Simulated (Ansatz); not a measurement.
The pair A = CH4 (SMILES C) (first 5 atoms), B = SO2 (SMILES O=S=O); geometry from B3LYP-D3(BJ)/def2-TZVP.
(charge 0, multiplicity 1):
```xyz
8

C     -0.0076     0.0600    -0.0571
H     -0.0963     1.0543     0.3784
H     -0.7896    -0.5861     0.3394
H     -0.1105     0.1292    -1.1388
H      0.9709    -0.3594     0.1792
O      0.1651     1.2092     3.4730
S      0.4066    -0.2034     3.3508
O     -0.7124    -1.1056     3.4026
```

Cores are frozen in the correlated methods. MP2 and its Hartree–Fock in aug-cc-pV(Q+d)Z, aug-cc-pV(T+d)Z are density fitted.

Programs: Ansatz (an electronic-structure program). Each number belongs to the level named beside it.

The counterpoise-corrected interaction energy is E(AB) − E(A in the pair's basis) − E(B in the pair's basis). Total energies (hartree):

```
level                              AB  A in the pair's basis  B in the pair's basis
-----------------------  ------------  ---------------------  ---------------------
HF/aug-cc-pV(T+d)Z       -587.5185624            -40.2135728           -547.3058139
MP2/aug-cc-pV(T+d)Z      -588.3959495            -40.4144824           -547.9796815
HF/aug-cc-pV(Q+d)Z       -587.5358833            -40.2161891           -547.3205102
MP2/aug-cc-pV(Q+d)Z      -588.4685477            -40.4273219           -548.0393071
MP2/aug-cc-pV(D+d)Z      -588.1623305            -40.3679994           -547.7930182
CCSD(T)/aug-cc-pV(D+d)Z  -588.2117262            -40.3958422           -547.8146643
```

Work out the counterpoise-corrected interaction energy at the basis-set limit: extrapolate the MP2 correlation part as X⁻³, take Hartree–Fock from the larger set, and add the CCSD(T) − MP2 difference of aug-cc-pV(D+d)Z.


1. Differences (1 hartree = 627.509 kcal/mol): HF/aug-cc-pV(T+d)Z 0.517; MP2/aug-cc-pV(T+d)Z -1.121; HF/aug-cc-pV(Q+d)Z 0.512; MP2/aug-cc-pV(Q+d)Z -1.204; MP2/aug-cc-pV(D+d)Z -0.824; CCSD(T)/aug-cc-pV(D+d)Z -0.765.
2. Correlation parts, MP2 less HF: -1.638 in aug-cc-pV(T+d)Z (X = 3), -1.716 in aug-cc-pV(Q+d)Z (X = 4).
3. Limit (4³·(-1.716) − 3³·(-1.638))/(4³ − 3³) = -1.773; with HF/aug-cc-pV(Q+d)Z it gives -1.261.
4. CCSD(T) less MP2 in aug-cc-pV(D+d)Z: 0.058.
Result: -1.20 kcal/mol, against -1.12 at MP2/aug-cc-pV(T+d)Z. It is an estimate of this method's limit, not of the exact value.
